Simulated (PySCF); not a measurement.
## Electron correlation in Hg⁺ (mercury, charge +1)

Starting occupation: [Xe] 4f14 5d9 6s1 6p1, 5d3/2 with m_j = -3/2, -1/2, +1/2, +3/2, 5d5/2 with m_j = -3/2, -1/2, +1/2, +3/2, +5/2, 6s1/2 with m_j = +1/2, 6p3/2 with m_j = +3/2. Calculation: PySCF 2.14, in x2c-TZVPall-2c (11s11p10d2f, 108 functions); X2C-1e with screened-nucleus spin-orbit coupling, Gaussian nucleus. Frozen: [Kr] 4d10 4f14; 19 electrons correlated; the 34 highest virtual spinors left out.

MP2 pair energies summed by pair of shells (mhartree):

| pair | energy | share (%) |
| --- | --- | --- |
| 5d3/2-5d5/2 | -91.01 | 24.3 |
| 5d5/2-5d5/2 | -49.62 | 13.3 |
| 5d5/2-5p3/2 | -37.09 | 9.9 |
| 5d3/2-5d3/2 | -30.53 | 8.2 |
| 5d3/2-5p3/2 | -28.38 | 7.6 |
| 5d5/2-6s1/2 | -20.36 | 5.4 |
| 5d3/2-6s1/2 | -13.03 | 3.5 |
| 5p3/2-5p3/2 | -12.71 | 3.4 |
| 5d5/2-5p1/2 | -12.23 | 3.3 |
| 5p1/2-5p3/2 | -11.01 | 2.9 |
| 5d3/2-5p1/2 | -9.77 | 2.6 |
| 5d5/2-6p3/2 | -8.60 | 2.3 |
| 5p3/2-5s1/2 | -8.25 | 2.2 |
| 5d5/2-5s1/2 | -7.80 | 2.1 |
| 5d3/2-6p3/2 | -7.12 | 1.9 |
| 5d3/2-5s1/2 | -6.36 | 1.7 |
| 5p3/2-6s1/2 | -4.45 | 1.2 |
| 5p1/2-5s1/2 | -3.84 | 1.0 |
| 5p1/2-5p1/2 | -2.63 | 0.7 |
| 6p3/2-6s1/2 | -2.52 | 0.7 |
| 5p3/2-6p3/2 | -2.35 | 0.6 |
| 5s1/2-5s1/2 | -2.25 | 0.6 |
| 5p1/2-6s1/2 | -1.30 | 0.3 |
| 5p1/2-6p3/2 | -0.52 | 0.1 |
| 5s1/2-6s1/2 | -0.50 | 0.1 |
| 5s1/2-6p3/2 | -0.20 | 0.1 |

Total MP2 correlation energy: -374.45 mhartree.

This basis was not built for core-valence correlation, so the inner-shell part is incomplete.
